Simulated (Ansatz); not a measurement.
Two members of one family (Same ligands, another metal), computed with Ansatz in the gas phase. The two geometries come from different levels. HOMO and LUMO are taken over both spins. Binding counts from free atoms in the multiplicity of their measured ground term, without zero-point energy. Names give formal oxidation states. The structures are stationary points that may keep the symmetry of their start. Remarks come from the PBE and PBE0 runs and from stability tests at other levels; not every state was tested.

First: Co(SH)2 (quartet, charge 0, r2SCAN-D4/def2-TZVP geometry).

```xyz
5

Co   -0.003    0.001    0.001
S    -1.551   -1.096   -1.031
H    -0.981   -1.049   -2.252
S     1.551    1.094    1.030
H     0.983    1.050    2.252
```

| level | HOMO (eV) | LUMO (eV) | gap (eV) | binding per atom (eV) |
| --- | --- | --- | --- | --- |
| PBE-D4/def2-SVP | -5.53 | -4.83 | 0.70 | 2.87 |
| PBE-D4/def2-TZVP | -5.85 | -5.08 | 0.78 | 2.83 |
| r2SCAN-D4/def2-TZVP | -6.22 | -4.53 | 1.68 | 2.82 |
| B3LYP-D4/6-31G | -7.13 | -3.59 | 3.54 | 2.43 |
| PBE0-D4/def2-SVP | -6.94 | -3.26 | 3.68 | 2.71 |

Metal–donor distances: 2 × S 2.16 Å. Remarks: spin-contaminated (⟨S²⟩ up to 1.76) (doublet).

Second: Cr(SH)2 (quintet, charge 0, PBE-D4/def2-TZVP geometry).

```xyz
5

Cr    0.0024    0.0013    0.0022
S    -0.3355   -2.1549    0.5668
H     0.5098   -2.1326    1.6305
S     0.3339    2.1571   -0.5673
H    -0.5106    2.1292   -1.6321
```

Q: Estimate the same table for the second.

A: 
| level | HOMO (eV) | LUMO (eV) | gap (eV) | binding per atom (eV) |
| --- | --- | --- | --- | --- |
| PBE-D4/def2-SVP | -5.49 | -4.46 | 1.03 | 2.74 |
| PBE-D4/def2-TZVP | -5.66 | -4.65 | 1.01 | 2.74 |
| r2SCAN-D4/def2-TZVP | -6.05 | -4.66 | 1.40 | 2.67 |
| B3LYP-D4/6-31G | -7.08 | -3.72 | 3.36 | 2.69 |
| PBE0-D4/def2-SVP | -7.05 | -3.68 | 3.37 | 2.59 |

Metal–donor distances: 2 × S 2.25 Å. Remarks: spin-contaminated (⟨S²⟩ up to 6.18), restricted SCF unstable in HF (singlet), spin-contaminated (⟨S²⟩ up to 3.02) (triplet).
